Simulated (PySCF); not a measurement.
1-fluoro-1-methylcyclobutane (C₅H₉F), SMILES CC1(F)CCC1.

Geometry optimised at PBE0-D3(BJ)/def2-SVP.

Method: PySCF with TDA-ωB97X/def2-SVPD.

Vertical excitations.  State labels are in the subgroup Cs.

```json
[
 {"state": "S1", "symmetry": "A\"", "energy (eV)": "9.10", "λ (nm)": "136", "f": "0.094", "main pairs": "HOMO→LUMO 82 %"},
 {"state": "S2", "symmetry": "A'", "energy (eV)": "9.17", "λ (nm)": "135", "f": "0.013", "main pairs": "HOMO−1→LUMO 88 %"},
 {"state": "S3", "symmetry": "A\"", "energy (eV)": "9.40", "λ (nm)": "132", "f": "0.003", "main pairs": "HOMO→LUMO+1 55 %, HOMO→LUMO+4 11 %, HOMO→LUMO+3 11 %"},
 {"state": "S4", "symmetry": "A'", "energy (eV)": "9.45", "λ (nm)": "131", "f": "0.030", "main pairs": "HOMO−1→LUMO+1 64 %, HOMO−1→LUMO+4 14 %"},
 {"state": "S5", "symmetry": "A\"", "energy (eV)": "9.74", "λ (nm)": "127", "f": "0.000", "main pairs": "HOMO→LUMO+3 53 %, HOMO−3→LUMO 11 %, HOMO→LUMO+1 10 %"},
 {"state": "S6", "symmetry": "A'", "energy (eV)": "9.82", "λ (nm)": "126", "f": "0.006", "main pairs": "HOMO−2→LUMO 56 %, HOMO→LUMO+2 18 %"},
 {"state": "S7", "symmetry": "A\"", "energy (eV)": "9.94", "λ (nm)": "125", "f": "0.004", "main pairs": "HOMO−3→LUMO 38 %, HOMO−1→LUMO+2 35 %, HOMO→LUMO+3 9 %"},
 {"state": "S8", "symmetry": "A'", "energy (eV)": "9.95", "λ (nm)": "125", "f": "0.047", "main pairs": "HOMO−1→LUMO+3 61 %, HOMO−1→LUMO+1 18 %"},
 {"state": "S9", "symmetry": "A'", "energy (eV)": "10.08", "λ (nm)": "123", "f": "0.005", "main pairs": "HOMO→LUMO+2 69 %, HOMO−2→LUMO 13 %"},
 {"state": "S10", "symmetry": "A\"", "energy (eV)": "10.20", "λ (nm)": "122", "f": "0.013", "main pairs": "HOMO−1→LUMO+2 38 %, HOMO−3→LUMO 29 %, HOMO−3→LUMO+1 7 %"},
 {"state": "T1", "symmetry": "A\"", "energy (eV)": "8.93", "λ (nm)": "139", "f": "0", "main pairs": "HOMO→LUMO 67 %, HOMO→LUMO+1 12 %, HOMO→LUMO+4 12 %"},
 {"state": "T2", "symmetry": "A'", "energy (eV)": "9.03", "λ (nm)": "137", "f": "0", "main pairs": "HOMO−1→LUMO 85 %"},
 {"state": "T3", "symmetry": "A'", "energy (eV)": "9.14", "λ (nm)": "136", "f": "0", "main pairs": "HOMO−1→LUMO+1 51 %, HOMO−1→LUMO+4 21 %, HOMO−1→LUMO+3 13 %"},
 {"state": "T4", "symmetry": "A\"", "energy (eV)": "9.15", "λ (nm)": "135", "f": "0", "main pairs": "HOMO→LUMO+1 28 %, HOMO→LUMO+3 21 %, HOMO→LUMO 16 %, HOMO→LUMO+4 15 %"}
]
```
Triplets are in the Tamm–Dancoff approximation.
